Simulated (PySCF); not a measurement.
Methane, bromofluoro-, CH₂BrF, SMILES FCBr, point group Cs.

Level: PBE0/pcSseg-1 in PySCF (density fitting, grid level 2); geometry and Hessian at that level, cubic constants and property derivatives from steps of ±0.6 along each species' dimensionless normal coordinates, second-order vibrational perturbation theory. The parent has the commonest isotopes.

Equilibrium geometry (Å):

| atom | x | y | z |
| --- | --- | --- | --- |
| F1 | -0.8086 | 1.1099 | -0.0750 |
| C2 | -0.1488 | -0.0686 | -0.0113 |
| Br3 | 1.7663 | 0.2175 | -0.0122 |
| H4 | -0.3935 | -0.5782 | 0.9217 |
| H5 | -0.3809 | -0.6692 | -0.8920 |

Species: parent. Output of the displacement run:

```
mode    cm-1    km/mol   phi_rrr   E(+)/cm-1  E(-)/cm-1
  1    316.15     0.53     -39.7      55.47      58.42
  2    654.78    69.16     170.5     124.09     112.08
  3    950.03     0.01      -0.0     172.51     172.67
  4   1127.29   200.22     445.2     219.79     187.70
  5   1256.17     3.08       1.1     226.61     226.97
  6   1342.02    49.73      87.2     245.63     238.79
  7   1494.52     0.63     115.3     273.38     265.26
  8   3115.92    13.41    1347.7     612.12     515.18
  9   3202.92     3.78       3.9     579.67     579.39
```

For the shielding of H5 (σe = 25.20 ppm):

```csv
mode,ω (cm⁻¹),Σr φrrs (cm⁻¹),∂σ/∂q,∂²σ/∂q²
1,316,-87,-0.060,-0.011
2,655,300,0.170,-0.038
3,950,0,-0.263,-0.422
4,1127,519,0.088,-0.045
5,1256,3,0.105,-0.470
6,1342,9,0.188,-0.485
7,1495,-20,0.480,-0.557
8,3116,1382,1.529,0.252
9,3203,1,-1.315,0.188
```

Question: Work out the zero-point average of this shielding.

Answer: With ⟨qs⟩ = −Σr φrrs/(4ωs) and ⟨qs²⟩ = 1/2: the mean displacements are 0.069, -0.115, 0.000, -0.115, -0.001, -0.002, 0.003, -0.111, 0.000. The anharmonic term Σ (∂σ/∂q)⟨q⟩ is -0.20 ppm, the harmonic term ¼ Σ ∂²σ/∂q² is -0.40 ppm, so ⟨σ⟩ = 24.60 ppm.

Spin–orbit effects of the heavy atoms on shieldings are missing.
